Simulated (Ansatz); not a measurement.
`[NH2][In]([SH])[O][SiH3]` + `N[SiH](O)S` → `N[SiH](O)S[SiH3]` + `[NH2][In]([OH])[SH]`  (ligand exchange at the Si–O bond)

Program: Ansatz. Geometries: PBE0-D4/def2-TZVP. ΔE: electronic, gas phase. CCSD(T)/CBS is the MP2 limit (def2-TZVPP, def2-QZVPP) plus CCSD(T) − MP2 in def2-TZVPP, frozen cores. Functionals use def2-TZVPP. Elements past krypton have def2 core potentials. For In outer-core shells are correlated without core-valence functions, which leaves a few kJ/mol of doubt a bond. Each species was taken in one conformer, which may not be the lowest.

| species | ωB97X-V energy (Eh) |
| --- | --- |
| `[NH2][In]([SH])[O][SiH3]` | -1011.41748 |
| `N[SiH](O)S` | -820.72079 |
| `N[SiH](O)S[SiH3]` | -1111.40334 |
| `[NH2][In]([OH])[SH]` | -720.71852 |

Task: Work out ΔE.

Result: ΔE = (-1111.40334) + (-720.71852) − (-1011.41748) − (-820.72079) = 0.01641 Eh = +43.1 kJ/mol. CCSD(T)/CBS gives +43.8 kJ/mol.

Largest T1 diagnostic among the species: 0.015.

Leaving LDA and LC-ωPBE aside and taking each functional with its dispersion term where it has one, the values, not all of them listed here, spread over 27.9 kJ/mol, from revPBE-D4 to BHLYP-D4. The D4 term adds −4.6 kJ/mol with B3LYP and −2.3 kJ/mol with PBE0; it sums over pairs of atoms, weighted by their polarisabilities, and B3LYP, whose exchange is more repulsive, gets the larger term.

B3LYP here is the variant with VWN-RPA as its local correlation; programs differ in this.
